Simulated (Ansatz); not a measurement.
The cluster Cu₃F₄⁻, relaxed as a singlet with RKS r2SCAN-D4/def2-SVPD in Ansatz, starting from the GFN2-xTB geometry. Force threshold 0.02 eV/Å.

The relaxation made no stability test and no search for a lower SCF solution. No other spin state of charge -1 was run. The structure comes from a short search, and lower isomers may exist.

Start:

```csv
atom,x (Å),y (Å),z (Å)
Cu1,1.725,-1.020,1.335
Cu2,-1.870,0.772,-1.305
Cu3,0.363,0.634,-0.077
F4,1.989,-0.171,-0.231
F5,-2.665,-0.043,-2.598
F6,1.574,-1.863,2.829
F7,-1.116,1.691,0.048
```

Q: Estimate the energy that the relaxation releases and the steps that it takes.

A: 3.6 kcal/mol, in 7 steps; 31 s on 4 threads of Arm Neoverse V2 on a shared host. The force fell under the threshold at step 5, but the optimiser went on. No frequencies were taken in this run, so the end may be a saddle point.

Q: Does the start keep its bonding?

A: By distances, no bond broke or formed. The bond that changes most is Cu1–F4, from 1.80 to 1.86 Å (atoms count from 1). The end is the same structure that another start reached, the lowest one found.

Q: Predict the relaxed structure.

A: 
| atom | x (Å) | y (Å) | z (Å) |
| --- | --- | --- | --- |
| Cu1 | 1.773 | -0.997 | 1.332 |
| Cu2 | -1.878 | 0.818 | -1.310 |
| Cu3 | 0.264 | 0.452 | -0.055 |
| F4 | 1.854 | -0.444 | -0.441 |
| F5 | -2.525 | 0.252 | -2.864 |
| F6 | 1.768 | -1.546 | 3.021 |
| F7 | -1.256 | 1.466 | 0.317 |
Bond lengths (bridged metal pairs left out): 6 × Cu–F 1.78 to 1.86 Å.
